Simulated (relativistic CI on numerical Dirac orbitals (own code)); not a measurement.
Radial parameters of Ta I

Calculated at this level of theory: Dirac-Coulomb-Breit CI, separate exchange-only KLI orbitals for each configuration, QED by a radiative potential, valence Slater integrals scaled by 0.85, P86 correlation energy added to each configuration (own radial code, finite nucleus).

Slater integrals F^k, G^k are unscaled and averaged over j, outside the closed core [Xe] 4f14; ζ comes from projecting the Hamiltonian with its Breit term on Σ l·s of the shell.

- 5d³6s²: F^2(5d,5d) = 42944, F^4(5d,5d) = 27499, ζ(5d) = 1423.8 cm⁻¹; <r>(5d) = 2.298, <r^2>(5d) = 6.59 (bohr units).
- 5d³6s6p: F^2(5d,5d) = 45116, F^4(5d,5d) = 29044, ζ(5d) = 1544.2, G^2(5d,6s) = 21977, F^2(5d,6p) = 16430, G^1(5d,6p) = 11147, G^3(5d,6p) = 7714.1, G^1(6s,6p) = 26412, ζ(6p) = 1934 cm⁻¹; <r>(5d) = 2.208, <r^2>(5d) = 5.998, <r>(6s) = 3.261, <r^2>(6s) = 12.16, <r>(6p) = 4.853, <r^2>(6p) = 27.46 (bohr units).
- 5d⁴6s: F^2(5d,5d) = 40637, F^4(5d,5d) = 25887, ζ(5d) = 1213.7, G^2(5d,6s) = 22210 cm⁻¹; <r>(5d) = 2.407, <r^2>(5d) = 7.301, <r>(6s) = 3.383, <r^2>(6s) = 13.09 (bohr units).

Problem. Give the Racah parameters of the d shell in 5d³6s².

Solution. B = F²/49 − 5F⁴/441 = 565 cm⁻¹ and C = 35F⁴/441 = 2182 cm⁻¹; values fitted to spectra at such low charge are typically 15 to 30 % smaller.

In this model ζ of a weakly bound d, f or g electron outside closed shells comes out too small, for d by up to a factor of two or three and at times with the wrong sign; that of an outer p electron is too small as well.

For a near-neutral ion this model can misplace configurations by up to about 10,000 cm⁻¹ (more where the count of f electrons changes) and terms by 10 to 25 % of their spread. Rates follow the energies as ν³ (E1, M1) or ν⁵ (E2), so they and the lifetimes can be off by large factors. The fine structure of a lone outer electron comes out too small, for d and f at times inverted, and misplaced configurations move strength between like terms. 5 of the 8 excited levels that our extract of the measured tables holds in this range could be paired (the sources list more); they are missed by 2433 cm⁻¹ on average and 8281 at most, and levels without a partner can miss by more. Some levels of the ground configuration have no partner and can miss by 10 % or more.

Averages of the first 10 configurations, taken without configuration mixing, which lowers the lowest level and can move excited configurations by several eV; other configurations of the list can lie among them:

```tsv
Configuration	Parity	States	Average energy above the lowest level (eV)
5d³6s²	even	120	1.9
5d³6s6p	odd	1440	4.9
5d⁴6s	even	420	3.5
5d⁵	even	252	6.1
5d²6s²6p	odd	270	4.3
5d³6s6d	even	2400	7.6
5d⁴6p	odd	1260	6.8
5d²6s²5f	odd	630	8.3
5d²6s²7p	odd	270	7.6
5d³6s7s	even	480	6.7
```
